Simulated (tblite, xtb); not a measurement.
CH3Cd, doublet, at a GFN2-xTB geometry (such geometries of metal compounds can be far from the true shape) (the spin is typed, not shown lowest). Base run: xtb with GFN1-xTB.

Geometry (Å):
```xyz
5

Cd    -0.2845    -0.1802    -0.2246
C      1.4379     0.9106     1.1347
H      2.0002     0.1380     1.6553
H      0.9435     1.5707     1.8446
H      2.0872     1.4773     0.4704
```
Charge 0, spin multiplicity 2.
All else is at xtb's defaults.
Base energy -4.52532 Eh.

Programs used: tblite, xtb; a row that names a program was run with it.

The base run was repeated with changes; each row names its change, and settings that it needs were set with it.

```csv
change,ΔE vs base (kcal/mol),dipole (D),G_solv (kcal/mol),SCF cycles
base,0.000,0.38,-,9
acc = 0.0001,0.000,0.38,-,11
alpb = hexane,-1.42,0.47,-1.43,9
gbsa = thf,-2.90,0.52,-2.93,9
"program = tblite; method = gfn1; option = (--etemp, 2000)",0.000,-,-,-
gbsa = water,0.031,0.55,-0.01,9
program = tblite; method = gfn1; option = --spin-polarized,-4.81,-,-,-
program = tblite; method = gfn1,0.000,-,-,-
alpb = thf,-1.71,0.46,-1.73,9
etemp = 5000,-0.392,0.38,-,9
"program = tblite; method = gfn1; option = (--efield, 0,0,0.1)",0.055,-,-,-
etemp = 3000,-0.011,0.38,-,9
acc = 0.1,0.000,0.38,-,10
```

ALPB and GBSA are two models with their own fitted parameters for each solvent, which aren't always the measured dielectric constant.
